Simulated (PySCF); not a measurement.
Input for PySCF: R-HF/3-21G on FHSn (SMILES [F][SnH]), a point of a bond scan (R = 3.432 Å).

```python
from pyscf import gto, scf, dft, mp
from pyscf.data.elements import chemcore

mol = gto.M(
    atom='''
    Sn   -0.09096150   -0.17370643    0.21890608
    H    -1.03509234   -1.08911628   -1.00040016
    F     1.15383702    2.03086496   -2.09791085
    ''',
    basis='3-21g',
    charge=0, spin=0, verbose=3, max_memory=1800)
mf = scf.RHF(mol)
mf.conv_tol = 1e-8
mf.max_cycle = 100
mf.kernel()
if not mf.converged:
    mf = mf.newton().run(mf.mo_coeff, mf.mo_occ)
```

Program output:

```
converged SCF energy = -6095.58359585964
```

Self-consistency was reached.

Cost: around 0.3 core-seconds (rough).
